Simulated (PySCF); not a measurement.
Molecule: `InChI=1S/C6H7N/c7-4-6-2-1-5(6)3-6/h5H,1-3H2/t5-,6+/m1/s1`.

Bonds (- single, = double, # triple, : aromatic): N1#C2, C2-C3, C3-C4, C4-C5, C5-C6, C6-C7, C6-C3, C7-C3. C4 carries H8, H9; C5 carries H10, H11; C6 carries H12; C7 carries H13, H14. Stereochemistry as in N#C[C@@]12CC[C@@H]1C2. H13 is cis to C5 on the ring; H8, H11 are cis to C7 on the ring; H14 is trans to C5 on the ring; H9, H10 are trans to C7 on the ring.

Frames of a GFN2-xTB Langevin trajectory at 200 K; GIAO PBE0/pcSseg-1 shieldings in PySCF 2.14, gas phase, non-relativistic; equivalent atoms averaged within each frame.

Shifts are taken against calculated references (same method and geometry level): NH3 for 15N (σ = 267.73 ppm); 13C (σ = 186.93 ppm), 1H (σ = 31.72 ppm) against TMS. The references are static minima.

**Question.** How do the shifts (ppm) fluctuate along the trajectory?

**Answer.** 
```
         time (fs)     N1     C2    C6    C7    C4    C5    C3   H12   H10    H8
optimised geometry  299.9  125.3  27.6  26.3  27.9  23.0   8.1  2.17  2.19  1.73
               250  291.8  123.9  31.8  30.4  27.2  24.3  11.0  3.36  3.21  2.39
               425  301.7  126.0  31.7  29.5  27.8  24.9   5.3  2.49  3.22  2.07
               625  303.7  127.1  35.9  23.6  31.3  24.4   6.4  3.95  2.46  2.22
               800  313.2  126.1  33.4  23.6  35.6  19.6  13.1  2.50  2.57  1.90
              1000  317.0  130.2  33.5  32.8  25.8  14.5  13.0  1.70  1.40  1.90
    mean of frames  305.5  126.7  33.3  28.0  29.5  21.6   9.8  2.80  2.57  2.10
standard deviation   10.0    2.3   1.7   4.2   3.9   4.5   3.7  0.87  0.74  0.21
```

5 frames give an uncertainty of the mean of about the standard deviation over 2.2 at best, since frames this close in time may not be independent; classical motion lacks zero-point vibration, and the reference would need the same averaging.
